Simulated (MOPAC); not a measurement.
MOPAC input (PM6):

```
PM6 FORCE THERMO(298,298) PRECISE LET CHARGE=-1 GEO-OK AUX(PRECISION=9) THREADS=1
C2H5BF

C     1.32946993 1   -0.64649895 1   -0.46122279 1
B     0.11400434 1   -0.01049824 1   -0.01046382 1
C    -1.39963017 1   -0.49622709 1   -0.27621230 1
F     0.15582438 1    1.15799987 1    0.74457194 1
H     2.28833663 1   -0.25719446 1   -0.24005064 1
H     1.30357684 1   -1.53427107 1   -1.03505227 1
H    -1.35792786 1   -1.40510381 1   -0.86587841 1
H    -1.88475223 1   -0.68882497 1    0.67419025 1
H    -1.93272603 1    0.27707483 1   -0.81799481 1
```

From the output:

```
     H    9   0.467119   0.472171   4.229106

          HEAT OF FORMATION =     -96.197651 KCALS/MOLE

          ZERO POINT ENERGY      39.097 KCAL/MOL

           NORMAL COORDINATE ANALYSIS (Total motion = 1 Angstrom)

   Root No.       1         2         3         4         5         6         7         8

                 1 A"      1 A'      2 A'      2 A"      3 A"      3 A'      4 A"      4 A'

                  54.6     315.6     375.4     411.0     526.6     772.0     812.9     813.8

           1    0.0000   -0.0335   -0.0611    0.0000   -0.0000   -0.0032   -0.0000    0.0086
           2   -0.0000   -0.0606    0.0509   -0.0000    0.0000   -0.0495    0.0000   -0.0493
           3   -0.0236    0.0000   -0.0000   -0.0332    0.0079    0.0000    0.0163    0.0000
           4   -0.0000   -0.0324   -0.0574   -0.0000    0.0000   -0.0034   -0.0000    0.0070
           5    0.0000    0.0426   -0.0439    0.0000   -0.0000   -0.0012    0.0000   -0.0116
           6    0.0027   -0.0000    0.0000    0.1349   -0.0606   -0.0000    0.0553    0.0000
           7    0.0000    0.0637   -0.0214    0.0000    0.0000   -0.0063    0.0000    0.0325
           8   -0.0000   -0.0298   -0.0791   -0.0000   -0.0000    0.0547   -0.0000   -0.0258
           9   -0.0012    0.0000    0.0000   -0.0099   -0.0088   -0.0000   -0.0558    0.0000
          10   -0.0000   -0.0131    0.0909    0.0000   -0.0000   -0.0029    0.0000   -0.0261
          11    0.0000    0.0553    0.0442   -0.0000    0.0000   -0.0130   -0.0000    0.0424
          12    0.0193   -0.0000   -0.0000   -0.0264    0.0296    0.0000   -0.0039   -0.0000
          13    0.0000    0.0673   -0.1755    0.0000    0.0000   -0.1948    0.0000   -0.1643
          14   -0.0000   -0.1272    0.1287   -0.0000   -0.0000    0.0865   -0.0000    0.0745
          15   -0.0297    0.0000   -0.0000   -0.2337   -0.3689   -0.0000   -0.1568   -0.0000
          16    0.0000   -0.1337    0.0597   -0.0000   -0.0000    0.1973    0.0000    0.1903
          17   -0.0000   -0.1242    0.1278    0.0000    0.0000    0.0868   -0.0000    0.0730
          18   -0.0379    0.0000   -0.0000    0.0608    0.4678   -0.0000   -0.0896    0.0000
          19   -0.0000    0.1703    0.0434    0.0000   -0.0000    0.2090   -0.0000   -0.1659
          20    0.0000    0.0411   -0.0368   -0.0000    0.0000    0.1908    0.0000   -0.1528
          21    0.2844    0.0000    0.0000   -0.1110    0.0018   -0.0000    0.0746    0.0000
          22    0.2176    0.0652   -0.0208    0.0929   -0.0148   -0.0030   -0.1512    0.0342
          23   -0.1348   -0.1057   -0.1230    0.1535   -0.0229   -0.0833   -0.2200    0.1126
          24   -0.1574   -0.0011   -0.0002   -0.0765    0.0011   -0.0008    0.0608   -0.0035
          25   -0.2176    0.0652   -0.0208   -0.0929    0.0148   -0.0030    0.1512    0.0342
          26    0.1348   -0.1057   -0.1230   -0.1535    0.0229   -0.0833    0.2201    0.1126
          27   -0.1574    0.0011    0.0002   -0.0765    0.0011    0.0008    0.0608    0.0035

   Root No.       9        10        11        12        13        14        15        16

                 5 A'      5 A"      6 A'      7 A'      8 A'      6 A"      9 A'     10 A'

                 819.4     859.3    1198.2    1228.8    1280.2    1284.0    1287.5    1545.6

           1    0.0980    0.0000   -0.0083   -0.0037    0.0031    0.0000   -0.0365   -0.2107
           2   -0.0008   -0.0000   -0.0146   -0.0175    0.0026   -0.0000   -0.0000    0.0010
           3    0.0000   -0.0777    0.0000    0.0000    0.0000   -0.0010   -0.0000   -0.0000
           4    0.0365   -0.0000    0.0064   -0.0000    0.0009   -0.0000   -0.0432    0.3080
           5    0.0134    0.0000    0.0929    0.1310   -0.0140    0.0000    0.0127   -0.0109
           6    0.0000    0.0435   -0.0000   -0.0000    0.0000    0.0002   -0.0000    0.0000
           7   -0.0843    0.0000    0.0219   -0.0576   -0.0303    0.0000    0.0087   -0.0393
           8   -0.0624   -0.0000    0.0158   -0.0784    0.0381   -0.0000    0.0076   -0.0246
           9    0.0000   -0.0185   -0.0000    0.0000   -0.0000   -0.0458    0.0000   -0.0000
          10   -0.0345    0.0000    0.0155    0.0203   -0.0024    0.0000    0.0061   -0.0201
          11    0.0497   -0.0000   -0.0282   -0.0373    0.0037    0.0000   -0.0097    0.0256
          12   -0.0000   -0.0014    0.0000    0.0000   -0.0000   -0.0002    0.0000   -0.0000
          13    0.1105   -0.0000   -0.0876   -0.0663   -0.0028    0.0000    0.3491    0.0224
          14   -0.0083    0.0000    0.0420    0.0314    0.0047   -0.0000   -0.2248   -0.1233
          15    0.0000    0.3217   -0.0000   -0.0000    0.0000    0.0002    0.0000    0.0000
          16    0.1202   -0.0000    0.0062    0.0419   -0.0147   -0.0000    0.3561    0.0196
          17    0.0137    0.0000    0.0048    0.0233   -0.0087    0.0000    0.2195    0.1147
          18    0.0000    0.3160   -0.0000   -0.0000    0.0000    0.0045   -0.0000   -0.0000
          19    0.0521   -0.0000   -0.2203    0.1017   -0.1514   -0.0000   -0.0359    0.0397
          20    0.0281    0.0000   -0.1568    0.0573   -0.0828    0.0000   -0.0248    0.0312
          21    0.0000    0.0244    0.0000   -0.0000    0.0000    0.4351    0.0000   -0.0000
          22   -0.0930   -0.0525   -0.1100    0.1356    0.2647   -0.1013    0.0056   -0.0136
          23   -0.1804   -0.0801   -0.1849    0.1649   -0.1597    0.2279   -0.0070   -0.0531
          24    0.0127    0.0223    0.0745   -0.1019   -0.1975    0.0600   -0.0020    0.0046
          25   -0.0930    0.0525   -0.1100    0.1356    0.2647    0.1013    0.0056   -0.0136
          26   -0.1804    0.0801   -0.1849    0.1649   -0.1597   -0.2279   -0.0070   -0.0531
          27   -0.0127    0.0223   -0.0745    0.1019    0.1975    0.0600    0.0020   -0.0046

   Root No.      17        18        19        20        21

                 7 A"     11 A'     12 A'     13 A'     14 A'

                2713.3    2716.6    2759.8    2777.4    2796.6

           1    0.0000   -0.0005   -0.0004    0.0015   -0.0367
           2    0.0000    0.0007   -0.0595   -0.0014   -0.0001
           3   -0.0000    0.0000    0.0000    0.0000   -0.0000
           4    0.0000    0.0016    0.0003   -0.0026   -0.0020
           5   -0.0000   -0.0009   -0.0032   -0.0037    0.0005
           6   -0.0017    0.0000    0.0000    0.0000   -0.0000
           7    0.0000    0.0405    0.0012   -0.0098   -0.0008
           8   -0.0000   -0.0290    0.0004   -0.0166   -0.0004
           9   -0.0565    0.0000    0.0000    0.0000   -0.0000
          10   -0.0000   -0.0000   -0.0002   -0.0001    0.0001
          11   -0.0000    0.0002    0.0002    0.0003   -0.0004
          12   -0.0001   -0.0000   -0.0000   -0.0000    0.0000
          13   -0.0000   -0.0022    0.2560    0.0018    0.2348
          14    0.0000   -0.0027    0.3637   -0.0007    0.4016
          15    0.0001    0.0000   -0.0000    0.0000   -0.0000
          16    0.0000    0.0043   -0.2514   -0.0131    0.2223
          17    0.0000   -0.0069    0.3748    0.0211   -0.4001
          18   -0.0001    0.0000   -0.0000   -0.0000    0.0000
          19    0.0000   -0.2480    0.0047   -0.2002   -0.0058
          20   -0.0000    0.3723   -0.0045    0.2653    0.0083
          21   -0.0317   -0.0000    0.0000   -0.0000   -0.0000
          22    0.2746   -0.1236   -0.0090    0.1703    0.0075
          23   -0.0107   -0.0100    0.0005   -0.0180   -0.0007
          24    0.3625   -0.2104   -0.0139    0.2553    0.0112
          25   -0.2746   -0.1236   -0.0090    0.1703    0.0075
          26    0.0107   -0.0100    0.0005   -0.0180   -0.0007
          27    0.3625    0.2104    0.0139   -0.2553   -0.0112

           MASS-WEIGHTED COORDINATE ANALYSIS (NORMAL COORDINATES)

   Root No.       1         2         3         4         5         6         7         8

                 1 A"      1 A'      2 A'      2 A"      3 A"      3 A'      4 A"      4 A'

                  54.6     315.6     375.4     411.0     526.6     772.0     812.9     813.8

           1    0.0000   -0.2037   -0.2967    0.0000   -0.0000   -0.0220   -0.0000    0.0591
           2   -0.0000   -0.3680    0.2471   -0.0000    0.0000   -0.3388    0.0000   -0.3391
           3   -0.1547    0.0000   -0.0000   -0.1885    0.0426    0.0000    0.1103    0.0000
           4   -0.0000   -0.1864   -0.2643   -0.0000    0.0000   -0.0223   -0.0000    0.0456
           5    0.0000    0.2455   -0.2023    0.0000   -0.0000   -0.0080    0.0000   -0.0757
           6    0.0169   -0.0000    0.0000    0.7269   -0.3086   -0.0000    0.3543    0.0000
           7    0.0000    0.3870   -0.1041    0.0000    0.0000   -0.0430    0.0000    0.2234
           8   -0.0000   -0.1808   -0.3839   -0.0000   -0.0000    0.3740   -0.0000   -0.1776
           9   -0.0079    0.0000    0.0000   -0.0560   -0.0472   -0.0000   -0.3768    0.0000
          10   -0.0000   -0.1001    0.5550    0.0000   -0.0000   -0.0253    0.0000   -0.2262
          11    0.0000    0.4220    0.2699   -0.0000    0.0000   -0.1121   -0.0000    0.3671
          12    0.1593   -0.0000   -0.0000   -0.1883    0.1996    0.0000   -0.0329   -0.0000
          13    0.0000    0.1184   -0.2468    0.0000    0.0000   -0.3859    0.0000   -0.3274
          14   -0.0000   -0.2237    0.1810   -0.0000   -0.0000    0.1714   -0.0000    0.1485
          15   -0.0563    0.0000   -0.0000   -0.3846   -0.5733   -0.0000   -0.3065   -0.0000
          16    0.0000   -0.2352    0.0840   -0.0000   -0.0000    0.3909    0.0000    0.3792
          17   -0.0000   -0.2185    0.1798    0.0000    0.0000    0.1720   -0.0000    0.1455
          18   -0.0719    0.0000   -0.0000    0.1001    0.7271   -0.0000   -0.1751    0.0000
          19   -0.0000    0.2995    0.0610    0.0000   -0.0000    0.4139   -0.0000   -0.3306
          20    0.0000    0.0722   -0.0517   -0.0000    0.0000    0.3779    0.0000   -0.3046
          21    0.5398    0.0000    0.0000   -0.1827    0.0028   -0.0000    0.1458    0.0000
          22    0.4130    0.1148   -0.0293    0.1529   -0.0230   -0.0060   -0.2957    0.0682
          23   -0.2558   -0.1860   -0.1730    0.2527   -0.0356   -0.1649   -0.4302    0.2244
          24   -0.2988   -0.0020   -0.0002   -0.1259    0.0017   -0.0015    0.1190   -0.0069
          25   -0.4130    0.1148   -0.0293   -0.1529    0.0230   -0.0060    0.2957    0.0682
          26    0.2558   -0.1860   -0.1730   -0.2527    0.0356   -0.1649    0.4302    0.2244
          27   -0.2988    0.0020    0.0002   -0.1259    0.0017    0.0015    0.1190    0.0069

   Root No.       9        10        11        12        13        14        15        16

                 5 A'      5 A"      6 A'      7 A'      8 A'      6 A"      9 A'     10 A'
```

The dipole moment of an ion depends on the origin.
